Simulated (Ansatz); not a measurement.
Breaking the N6–H7 bond in CH5BeN (SMILES [CH3][Be][NH2]) (multiplicity 1 held, fragments rigid). Energies count from the point at 1.008 Å.
Geometry at that point (charge 0, multiplicity 1):
```xyz
8

Be    -0.0534    -0.0264     0.0485
C      1.1209     0.4370    -1.0689
H      2.0393    -0.1500    -0.9744
H      1.4042     1.4867    -0.9350
H      0.7751     0.3350    -2.1018
N     -1.1023    -0.4307     1.0508
H     -1.5170    -1.3464     1.1218
H     -1.4973     0.1738     1.7537
```

Restricted levels (R-, RO-) in cc, def2 and unpolarised 6-31G sets keep to the state of the molecule at rest. Unrestricted levels (U-) break spin symmetry where that is lower. Left out are points that failed, MP2 points that dive below the minimum, coupled-cluster points behind a jump of the amplitudes or a sharp parting from full CI or MRCI, small-basis points behind a change of solution, and semi-empirical points at long bonds. Curves can end on different states.

Frozen-core correlation.

Codes used: Ansatz (an electronic-structure program). Each number belongs to the level named beside it.

Energies in kcal/mol.

```
R (Å)  R-SCS-MP2/cc-pVDZ  R-CCSD/cc-pVDZ  U-CCSD/cc-pVDZ  R-CCSD(T)/cc-pVDZ  U-CCSD(T)/cc-pVDZ
-----  -----------------  --------------  --------------  -----------------  -----------------
0.806               38.2            38.1            38.1               38.4               38.4
0.907                8.1             8.1             8.1                8.2                8.2
1.008                0.0             0.0             0.0                0.0                0.0
1.108                3.7             3.7             3.7                3.5                3.5
1.209               13.6            13.5            13.5               13.1               13.1
1.360               33.2            32.8            32.8               32.1               32.1
1.512               54.0            53.0            53.0               51.7               51.8
1.763               85.3            82.3            83.4               79.9               81.0
2.015              109.9           104.0           105.1               99.5              102.4
2.318              130.5           120.5           115.6              112.6              116.3
2.721              144.7        left out           114.0              117.8              114.8
3.225              145.9        left out           113.4              116.0              114.2
```

Doubts at one or more of the structures used: a restricted determinant that unrestricted orbitals would lower (R-SCS-MP2/cc-pVDZ, R-CCSD/cc-pVDZ, R-CCSD(T)/cc-pVDZ); other coupled-cluster roots lie near (R-CCSD/cc-pVDZ, R-CCSD(T)/cc-pVDZ); a spin-contaminated determinant (U-CCSD/cc-pVDZ, U-CCSD(T)/cc-pVDZ); T1 above 0.05 (U-CCSD/cc-pVDZ, U-CCSD(T)/cc-pVDZ).
